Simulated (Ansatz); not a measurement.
One change: `B/C=C\O[SiH2][GaH2]` becomes `B/C=C/O`.

Ansatz, PBE0-D4/def2-TZVP geometries, multiplicity 1. Each molecule was computed in one conformer, which needn't be the lowest.

Scalar relativity is left out up to krypton.

| property | `B/C=C\O[SiH2][GaH2]` |
| --- | --- |
| size of the dipole moment (B3LYP/def2-TZVPP) / D | 3.27 |
| LUMO energy (PBE/def2-TZVPP) / eV | -3.35 |
| HOMO energy (PBE/def2-TZVPP) / eV | -6.25 |
| LUMO energy (PBE0/def2-TZVPP) / eV | -2.54 |
| HOMO energy (PBE0/def2-TZVPP) / eV | -7.29 |
| HOMO energy (B3LYP/def2-TZVPP) / eV | -7.08 |

(1) Give the same properties after the change, and the shifts. (Best estimate.)

Answers

(1) The calculation gave: 
```
                                        property  `B/C=C/O`  shift
size of the dipole moment (B3LYP/def2-TZVPP) / D       2.20  -1.07
               LUMO energy (PBE/def2-TZVPP) / eV      -2.41   0.94
               HOMO energy (PBE/def2-TZVPP) / eV      -6.53  -0.28
              LUMO energy (PBE0/def2-TZVPP) / eV      -1.46   1.08
              HOMO energy (PBE0/def2-TZVPP) / eV      -7.60  -0.31
             HOMO energy (B3LYP/def2-TZVPP) / eV      -7.38  -0.30
```

With PBE0 the HOMO falls by 0.31 eV and the LUMO rises by 1.08 eV, so the gap widens by about 1.39 eV. PBE moves the HOMO by -0.28 eV and ωB97M-V by -0.35 eV. Dipoles are sizes alone; their direction can turn.

B3LYP here is the variant with VWN-RPA as its local correlation; programs differ in this.
